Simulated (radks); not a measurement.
The numbers below are computed, except where a source is named.
Sm3+, 59 electrons, occupied as [Xe] 4f4 6s1 (not the ground configuration). Level of theory: Dirac Kohn-Sham, BLYP, spin-unpolarised, spherical densities, finite nucleus; open shells fill j = l - 1/2 first; Fermi nuclear charge, rms radius 5.0819 fm (a radial shooting solver on a logarithmic mesh with Libxc functionals). Some entries of the table are withheld. Estimate them.

orbital,occ.,eigenvalue (eV),<r^2> (bohr^2),<1/r> (bohr^-1)
1s1/2,2,-46673.11,0.0007049,68.81
2s1/2,2,-7659.283,0.01105,16.35
2p1/2,2,-7262.804,0.008048,16.33
2p3/2,4,-6659.849,0.009291,14.56
3s1/2,2,-1712.872,0.07421,5.942
3p1/2,2,-1542.127,(1),5.858
3p3/2,4,-1420.102,(2),5.411
3d3/2,4,-1123.606,0.06161,5.285
3d5/2,6,-1097.115,0.06363,5.172
4s1/2,2,-374.5274,0.3761,2.486
4p1/2,2,-308.9217,0.3969,2.382
4p3/2,4,-281.7968,0.4357,2.232
4d3/2,4,(3),0.5015,2.019
4d5/2,6,(4),0.5165,1.982
5s1/2,2,-77.5395,2.036,0.9924
5p1/2,2,-58.5814,2.482,0.8915
5p3/2,4,-54.2903,2.740,0.8404
4f5/2,4,-42.4754,0.9034,(5)
4f7/2,0,-41.8206,0.9209,(6)
6s1/2,1,-24.3749,10.53,0.4182

Answer. 
(1) 3p1/2 <r^2> (bohr^2): 0.06937
(2) 3p3/2 <r^2> (bohr^2): 0.07658
(3) 4d3/2 eigenvalue (eV): -173.5992
(4) 4d5/2 eigenvalue (eV): -168.7005
(5) 4f5/2 <1/r> (bohr^-1): 1.505
(6) 4f7/2 <1/r> (bohr^-1): 1.491
